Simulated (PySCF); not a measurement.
Gas-phase equilibrium of 1 mol H2O, 43 mol O2 at 1200 K and 0.100 bar, among 9 species (O2, O, HO2, H2O, H, H2O2, O3, H2, OH). Only gases are allowed; each row takes one source of thermochemistry for all species, and Cantera finds the minimum.

Method: PySCF energies plus ideal-gas RRHO corrections (1 bar). Table values come from the NASA 1993 polynomials. † marks an energy on the PBE0/def2-TZVP geometry and frequencies; other levels use their own. MP2 freezes the core. 6-31G* has spherical d functions here. Open shells (unrestricted) among the columns below: O2 (multiplicity 3), O (multiplicity 3, electronic degeneracy 9), H (multiplicity 2), OH (multiplicity 2, electronic degeneracy 4); the rest are closed-shell singlets. Spin-orbit splitting is ignored; it lowers the true energy and changes the entropy of O, OH. B3LYP is the form with VWN-RPA correlation. MP2 isn't extrapolated to the basis-set limit. The harmonic model lacks anharmonicity and excited electronic states, which grow with temperature; levels with a mode under 35 cm⁻¹ are left out. The table's entry may be an old estimate for OH (not checked at source).

Molecules larger than those listed are left out.

Mole fractions:

```csv
thermochemistry,x O,x O2,x H2O,x OH,x H2,x H
table,7.8e-8,0.98,0.023,3.7e-6,9.2e-10,1.9e-11
B3LYP/6-31G*,3.9e-8,0.98,0.023,7.6e-6,1.0e-6,6.3e-10
HF/6-31G*,0.98,0.0040,0.0072,0.0086,4.1e-6,4.8e-7
HF/def2-TZVP†,0.96,0.021,0.0076,0.0083,1.6e-7,6.3e-8
MP2/def2-SVP†,1.1e-7,0.98,0.023,2.2e-6,1.3e-8,7.9e-10
PBE0/def2-SVP†,2.2e-8,0.98,0.023,4.0e-6,3.5e-8,5.6e-10
ωB97M-V/def2-TZVP†,5.0e-8,0.98,0.023,5.3e-6,5.4e-9,6.2e-11
```
The most sensitive of these is O: it spans a factor of 10^7.6 over these rows; at this temperature one factor of ten is RT ln 10 = 23 kJ/mol.
